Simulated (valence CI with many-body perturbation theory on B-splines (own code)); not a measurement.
## Energy levels of O³⁺

Computed by valence CI with perturbative core correlation (CI+MBPT): three valence electrons over a frozen Dirac-Fock core [He], a basis of 11 s, 11 p, 10 d, 8 f, 5 g, 2 h functions for each j, with the one-electron correlation potential Σ1 (screened to all orders), the two-electron term Σ2, the three-electron term Σ3, Breit, model QED; selected single and double excitations, second order for the rest, scaled by the run's own slope (own B-spline code, finite nucleus).

Against 55 measured levels this calculation errs by 115 cm⁻¹ on average and by 261 at most. These come from a selection out of Moore, Selected Tables of Atomic Spectra, NSRDS-NBS 3, section 10. Levels without a partner in it may be off by more.

Levels 91 to 116 of 116, with energies above the lowest level, 2s2.2p 2P°_1/2. "Leading %" is the weight of the configuration and term that name the level; weights of strongly mixed levels are sums over their largest components and can fall short. Lifetimes count E1, E2, E3, M1 and M2 decay at the calculated energies, and are blank where another channel may lead or the interval is too uncertain; long ones can be off by a factor of two.

```tsv
No.	Configuration	Term	J	E (cm⁻¹)	Leading %	Lifetime	Second component	g
91	2s.2p.4p	2P	1/2	575060	69	94.7 ps	26 % 2p2.3s 2P	0.667
92	2s.2p.4p	2P	3/2	575240	70	95.0 ps	26 % 2p2.3s 2P	1.334
93	2s2.6g	2G	7/2	575409	93	1.58 ns	6 % 2p2.6g 2G	0.889
94	2s2.6g	2G	9/2	575409	93	1.58 ns	6 % 2p2.6g 2G	1.111
95	2s2.6h	2H°	9/2	575462	93	2.37 ns	6 % 2p2.6h 2H°	0.909
96	2s2.6h	2H°	11/2	575462	93	2.37 ns	6 % 2p2.6h 2H°	1.091
97	2s.2p.3d	2D°	3/2	575946	90	24.8 ps	5 % 2s.2p.4d 2D°	0.799
98	2s.2p.3d	2D°	5/2	575977	90	24.8 ps	5 % 2s.2p.4d 2D°	1.200
99	2p2.3s	4P	1/2	576786	96	134 ps		2.669
100	2p2.3s	4P	3/2	576929	96	134 ps		1.734
101	2p2.3s	4P	5/2	577142	96	134 ps		1.601
102	2s2.6f	2F°	5/2	578431	52	104 ps	34 % 2s.2p.3d 2F°	0.857
103	2s2.6f	2F°	7/2	578432	52	104 ps	34 % 2s.2p.3d 2F°	1.143
104	2s.2p.4p	4D	1/2	580150	97	952 ps		-0.002
105	2s.2p.4p	4D	3/2	580225	97	953 ps		1.201
106	2s.2p.4p	4D	5/2	580354	97	955 ps		1.372
107	2s.2p.4p	4D	7/2	580547	97	957 ps		1.429
108	2s.2p.3d	2P°	1/2	582030	81	35.5 ps	10 % 2s2.7p 2P°	0.666
109	2s.2p.3d	2P°	3/2	582047	81	35.5 ps	10 % 2s2.7p 2P°	1.334
110	2s.2p.4p	4S	3/2	582608	97	1.08 ns		1.999
111	2s2.7s	2S	1/2	583759	64	1.58 ns	27 % 2s.2p.4p 4P	2.188
112	2s.2p.4p	4P	1/2	583810	70	1.32 ns	25 % 2s2.7s 2S	2.484
113	2s.2p.4p	4P	3/2	583898	95	1.19 ns		1.736
114	2s.2p.4p	4P	5/2	584007	95	1.12 ns		1.597
115	2s.2p.4p	2D	3/2	584427	87	151 ps	6 % 2p2.3s 2D	0.801
116	2s.2p.4p	2D	5/2	584656	86	151 ps	7 % 2p2.3s 2D	1.205
```

Names give the largest LS component (configuration and term), which can be under half, so a name can repeat, a term be missing and a line seem to break the LS rules; names also repeat where a configuration has a term twice.

Where two levels of one J and parity lie close, their mixing, g and order are uncertain.
